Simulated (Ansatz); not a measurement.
Geometry optimisation, Ansatz 0.2.0, RKS BLYP-D4/6-31G.

input.yaml

```yaml
crystal:
  periodic: [false, false, false]
  atoms:
    - { symbol: "N", position_ang: [-0.8122, 0.7561, -0.1939] }
    - { symbol: Si, position_ang: [0.4618, -0.2369, -0.1611] }
    - { symbol: O, position_ang: [0.4297, -0.7998, 1.3671] }
    - { symbol: Cl, position_ang: [0.2317, -1.8146, -1.3836] }
    - { symbol: H, position_ang: [-0.963, 1.1471, -1.1702] }
    - { symbol: H, position_ang: [-0.6543, 1.6243, 0.3739] }
    - { symbol: H, position_ang: [-1.19895, -0.11879, 0.21425] }
    - { symbol: H, position_ang: [-0.3164, -1.2459, 1.6144] }
basis:
  gaussian: { orbitals: "6-31G" }
hamiltonian:
  xc: blyp
  dispersion: d4
relax:
  f_tol: 0.02
  max_steps: 50
```

Command:

```bash
$ ansatz run input.yaml --threads 1 --pin off --max-ram 2048MiB --backend cpu --events-out ev --progress --plain --runs-dir out
```

Where does it end, and by what steps?

The forces met the threshold. The force dipped under the threshold on the way, but the program's further checks kept it going. Limits of this set-up: no polarisation functions. After 34 steps the energy has fallen by 6.082 eV; H7 moved furthest, 1.39 Å. The start is strongly strained (largest force component 16 eV/Å), so its close contacts needn't be bonds. Parted: Si2–H7.

```
step  energy less start (eV)  largest force component (eV/Å)  accepted
   0                  0.0000                          16.340       yes
   2                 -5.1345                           4.306       yes
   4                 -5.9780                           0.254       yes
   6                 -6.0072                           0.172       yes
   8                 -6.0126                           0.044       yes
  10                 -6.0159                           0.114       yes
  12                 -6.0208                           0.126       yes
  14                 -6.0263                           0.013       yes
  16                 -6.0272                           0.079       yes
  18                 -6.0286                           0.081       yes
  20                 -6.0296                           0.029       yes
  22                 -6.0307                           0.059       yes
  24                 -5.9744                           1.939        no
  26                 -6.0375                           0.692       yes
  28                 -6.0361                           0.478        no
  30                 -6.0767                           0.102       yes
  32                 -6.0797                           0.053       yes
  34                 -6.0816                           0.019       yes
```

```xyz
8
Properties=species:S:1:pos:R:3
N -0.826 0.785 -0.387
Si 0.856 -0.466 -0.204
O 0.239 -0.541 1.492
Cl -0.488 -2.138 -1.274
H -0.624 1.763 -0.628
H -1.188 0.691 0.578
H -1.461 0.346 -1.069
H 0.672 -1.128 2.153
```

Whether the end is a true minimum wasn't checked by a vibrational analysis.

The run took 82 s on 1 thread of Intel(R) Xeon(R) Platinum 8488C (Sapphire Rapids) (shared host), peak memory 0.17 GiB.
